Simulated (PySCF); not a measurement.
## Zr²⁺: excitation energy

Zr²⁺ [Kr] 4d2 (3F) → Zr²⁺ [Kr] 4d1 5p1 (high-spin determinant), as a difference of total energies. Computed with PySCF 2.14 in aug-cc-pVTZ-DK, with the spin-free X2C one-electron Hamiltonian (Gaussian nucleus). Correlated levels: valence: [Kr] frozen. The calculations carry no spin-orbit coupling.

```tsv
method	excitation energy (eV)
UHF	6.700
LDA	6.572
PBE	6.628
PBE0	6.787
r2SCAN	6.895
B3LYP	6.668
HSE06	6.760
PBEsol	6.633
MP2 (valence)	6.717
SCS-MP2 (valence)	6.706
```

A first-order spin-orbit estimate (lowest level to lowest level, LS coupling) adds -0.048 eV.

The determinant of the upper state mixes LS terms, which raises its energy above the lowest term, most at the Hartree-Fock and MP2 levels.
